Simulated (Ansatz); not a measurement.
The same redistribution along the group B, Al, Ga, In.

Isolated molecules relaxed with PBE0-D4/def2-TZVP in Ansatz; ΔE leaves out vibrations. CCSD(T)/CBS adds triple-zeta CCSD(T) − MP2 to the extrapolated MP2 energy (def2 sets, frozen cores). This one scheme is used for every species. Functionals use def2-TZVPP. Elements past krypton have def2 core potentials. For Br, Ga, Ge, In outer-core shells are correlated without core-valence functions, which leaves a few kJ/mol of doubt a bond. Scalar relativity is left out up to krypton. One conformer a species, not always the lowest.

| reaction | CCSD(T)/CBS(def2) (kJ/mol) |
| --- | --- |
| `SBS` + `[Cl][GeH]([Cl])[Br]` → `SB(S)Br` + `[Cl][GeH2][Cl]` | ? |
| `[SH][AlH][SH]` + `[Cl][GeH]([Cl])[Br]` → `[SH][Al]([SH])[Br]` + `[Cl][GeH2][Cl]` | -85 |
| `[SH][GaH][SH]` + `[Cl][GeH]([Cl])[Br]` → `[SH][Ga]([SH])[Br]` + `[Cl][GeH2][Cl]` | -52 |
| `[SH][InH][SH]` + `[Cl][GeH]([Cl])[Br]` → `[SH][In]([SH])[Br]` + `[Cl][GeH2][Cl]` | -59 |

(1) Fill in the missing values. (An estimate is asked.)

Largest T1 diagnostic: 0.014, for `SBS`.

Results:

(1) Computed: `SBS` + `[Cl][GeH]([Cl])[Br]` → `SB(S)Br` + `[Cl][GeH2][Cl]`: +11.0 kJ/mol.
